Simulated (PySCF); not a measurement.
Molfile (atoms numbered from 1):
```
C2H7FOSi
     RDKit          3D

 12 11  0  0  0  0  0  0  0  0999 V2000
   -1.0938    1.3746   -0.5732 O   0  0  0  0  0  0  0  0  0  0  0  0
   -1.2936    0.0231   -0.2660 C   0  0  0  0  0  0  0  0  0  0  0  0
   -0.1452   -0.5525    0.5280 C   0  0  2  0  0  0  0  0  0  0  0  0
   -0.1691    0.0240    1.8025 F   0  0  0  0  0  0  0  0  0  0  0  0
    1.5714   -0.1710   -0.2309 Si  0  0  0  0  0  4  0  0  0  0  0  0
   -0.9895    1.8415    0.2641 H   0  0  0  0  0  0  0  0  0  0  0  0
   -2.2339   -0.1387    0.2997 H   0  0  0  0  0  0  0  0  0  0  0  0
   -1.3851   -0.5219   -1.2192 H   0  0  0  0  0  0  0  0  0  0  0  0
   -0.2835   -1.6425    0.6503 H   0  0  0  0  0  0  0  0  0  0  0  0
    2.5989   -0.9822    0.4868 H   0  0  0  0  0  0  0  0  0  0  0  0
    1.5586   -0.5566   -1.6740 H   0  0  0  0  0  0  0  0  0  0  0  0
    1.9030    1.2724   -0.0770 H   0  0  0  0  0  0  0  0  0  0  0  0
  1  2  1  0
  2  3  1  0
  3  4  1  0
  3  5  1  0
  1  6  1  0
  2  7  1  0
  2  8  1  0
  3  9  1  1
  5 10  1  0
  5 11  1  0
  5 12  1  0
M  END
```

Geometry: PBE0-D3(BJ)/def2-SVP; GIAO shifts from PySCF 2.14, gas phase, non-relativistic, averaged over equivalent atoms.

At PBE0/6-311+G(2d,p) (185 basis functions, 20 s wall time on 1 thread of an Arm Neoverse V1, shared host):
```csv
atoms,δ (ppm)
O1,27.8
C3,91.0
C2,66.9
F4,-246.3
Si5,-70.7
H9,4.85
H7,4.30
H10/H11/H12,4.21
H8,3.54
H6,0.84
```

Shifts are taken against calculated references (same method and geometry level): H2O for ¹⁷O (326.57 ppm); ¹³C (186.44 ppm) and ²⁹Si (344.43 ppm) and ¹H (31.51 ppm) against TMS; CFCl3 for ¹⁹F (174.75 ppm).

Question: Predict the values at LDA/pcSseg-2 on the same geometry.

Answer: 
| atoms | δ at LDA/pcSseg-2 | change |
| --- | --- | --- |
| O1 | 39.6 | +11.8 |
| C3 | 102.6 | +11.6 |
| C2 | 75.0 | +8.1 |
| F4 | -265.7 | -19.4 |
| Si5 | -83.9 | -13.2 |
| H9 | 5.28 | +0.43 |
| H7 | 4.53 | +0.23 |
| H10/H11/H12 | 4.21 | +0.00 |
| H8 | 3.79 | +0.25 |
| H6 | 1.38 | +0.54 |

Chemical shifts δ = σref − σ; H2O for ¹⁷O (334.37 ppm); ¹³C (180.28 ppm) and ²⁹Si (303.06 ppm) and ¹H (30.77 ppm) vs TMS; ¹⁹F (138.24 ppm) against CFCl3, all at this level.

The largest change is at F4 (fluorine on an sp3 carbon). Cost: 285 basis functions, 60 s wall time on 1 thread of an Arm Neoverse N1, shared host.

Unscaled 19F shifts against computed CFCl3 carry errors that often reach 10 to 50 ppm. Experimental scales use liquid or dissolved standards, which lie at an offset from isolated H2O (liquid H2O: subtract about 36 ppm).
